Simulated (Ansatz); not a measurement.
C8H16 can be A, `C[C@H]1CC[C@H](C)CC1`, or B, `CC/C=C/C(C)(C)C`.

Calculated with Ansatz (gas phase, PBE0-D4/def2-TZVP geometries, no zero-point term in ΔE). CCSD(T)/CBS adds triple-zeta CCSD(T) − MP2 to the extrapolated MP2 energy (def2 sets, frozen cores). Functionals use def2-TZVPP. B3LYP here is the variant with VWN-RPA as its local correlation; programs differ in this. Each species was taken in one conformer, which may not be the lowest.

Question: Which isomer does CCSD(T)/CBS put lower? Give the gap. (Best estimate.)

Answer: The calculation gave: A, by 19.9 kcal/mol.

Question: Give E(B) − E(A) in kcal/mol with B2PLYP, B3LYP, PBE0-D4, CCSD(T)/def2-TZVPP, CCSD(T)/def2-SVP, r2SCAN-D4, HF/def2-TZVPP. (An estimate is asked.)

Answer: Ansatz gave: B2PLYP 17.5, B3LYP 15.5, PBE0-D4 22.9, CCSD(T)/def2-TZVPP 19.8, CCSD(T)/def2-SVP 21.5, r2SCAN-D4 20.2, HF/def2-TZVPP 17.0. None reverses the order clearly.

Largest T1 diagnostic: 0.009.

The D4 term adds +1.7 kcal/mol with B3LYP and +0.9 kcal/mol with PBE0; it sums over pairs of atoms, weighted by their polarisabilities, and B3LYP, whose exchange is more repulsive, gets the larger term. Leaving LDA and LC-ωPBE aside and taking each functional with its dispersion term where it has one, the values, not all of them listed here, spread over 9.8 kcal/mol, from BLYP-D4 to PBE-QIDH. LDA lies +7.5 kcal/mol from PBE without D4.
